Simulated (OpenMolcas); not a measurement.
What dynamic correlation does to the levels of O III

* Program: OpenMolcas
* Basis: ANO-L-VTZP [4s3p2d1f]
* Scalar Hamiltonian: non-relativistic, point nucleus
* Active space: 2 electrons in 3 orbitals (2p)
* State averaging: 2S+1 = 3 even, 3 roots; 2S+1 = 1 even, 6 roots
* Spin-orbit coupling: state interaction with AMFI integrals over the reference wave functions, term energies averaged over their components

Methods on the same reference wave functions:
A. CASSCF
B. SS-CASPT2, IPEA 0.25 Eh, imaginary shift 0.1 Eh (closed shells correlated: 1s 2s)

Energies in cm-1 above 2s2 2p2 3P0, the measured ground level; measured values from Moore, Selected Tables of Atomic Spectra, NSRDS-NBS 3, section 11.

```csv
Level,A,B,Measured
2s2 2p2 3P0,0.0,0.0,0.0
2s2 2p2 3P1,113,113,113
2s2 2p2 3P2,333,334,
2s2 2p2 1D2,22737,20810,20273
2s2 2p2 1S0,56073,47310,43186
```

Deviations, from unrounded energies. A percentage is the sum of absolute deviations over the sum of measured energies, with the sign that they share, or ± where signs differ.

```json
{"Against measurement": "mean absolute deviation (cm-1)", "Levels": "3", "A": "5100", "B": "1600"}
{"Against measurement": "fine structure of the ground term (%)", "Levels": "1", "A": "-0.5", "B": "-0.2"}
{"Against measurement": "other terms of the ground configuration (%)", "Levels": "2", "A": "+24.2", "B": "+7.4"}
```

B lies closest to measurement on these levels. The largest miss of B in the table is 2s2 2p2 1S0, by +4100 cm-1. The ranking rests on the paired levels alone, and a cruder setting can come out closer through cancelling errors.

From A to B the spin-free energies of the other terms of 2s2 2p2 shown, above 3P, scale by factors of 0.84 to 0.91.

The lowest spin-free term lies below A's lowest term by 0.083 hartree in B.

Term energies are means over components that CASPT2 splits; among the terms shown or strongly mixed into the levels shown the widest spread is 95 cm-1 (2s2 2p2 1D, B). With the s shell closed, the reference lacks s² → p² mixing. Computed and measured levels are paired by configuration, term and J; levels that our copy of the source lacks, or whose pairing is in doubt (as where it misses far off the trend of its configuration), stay unpaired and out of the deviations. Levels of configurations outside the active space are missing.
